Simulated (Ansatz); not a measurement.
`NB(Cl)Br` and `NB(F)Br` differ in one atom or group.

Ansatz, PBE0-D4/def2-TZVP geometries, multiplicity 1. Each molecule was computed in one conformer, which needn't be the lowest.

Scalar relativity is left out up to krypton.

| property | `NB(Cl)Br` |
| --- | --- |
| HOMO energy (ωB97M-V/def2-TZVPP) / eV | -10.53 |
| LUMO energy (B3LYP/def2-TZVPP) / eV | -0.19 |
| HOMO–LUMO gap (PBE/def2-TZVPP) / eV | 6.00 |
| HOMO energy (PBE/def2-TZVPP) / eV | -6.97 |
| size of the dipole moment (ωB97M-V/def2-TZVPP) / D | 2.82 |
| HOMO energy (B3LYP/def2-TZVPP) / eV | -8.02 |

**Question.** What does the change do to each property? (An estimate is asked.)

**Answer.** Ansatz gave: 
```json
{"property": "HOMO energy (ωB97M-V/def2-TZVPP) / eV", "`NB(F)Br`": "-10.52", "shift": "0.01"}
{"property": "LUMO energy (B3LYP/def2-TZVPP) / eV", "`NB(F)Br`": "0.26", "shift": "0.45"}
{"property": "HOMO–LUMO gap (PBE/def2-TZVPP) / eV", "`NB(F)Br`": "6.70", "shift": "0.70"}
{"property": "HOMO energy (PBE/def2-TZVPP) / eV", "`NB(F)Br`": "-6.94", "shift": "0.03"}
{"property": "size of the dipole moment (ωB97M-V/def2-TZVPP) / D", "`NB(F)Br`": "2.87", "shift": "0.05"}
{"property": "HOMO energy (B3LYP/def2-TZVPP) / eV", "`NB(F)Br`": "-8.02", "shift": "0.00"}
```

Dipoles are sizes alone; their direction can turn.

B3LYP here is the variant with VWN-RPA as its local correlation; programs differ in this.

Spin–orbit coupling is left out; it splits and shifts lone-pair levels of the heavy atoms by tenths of an eV.
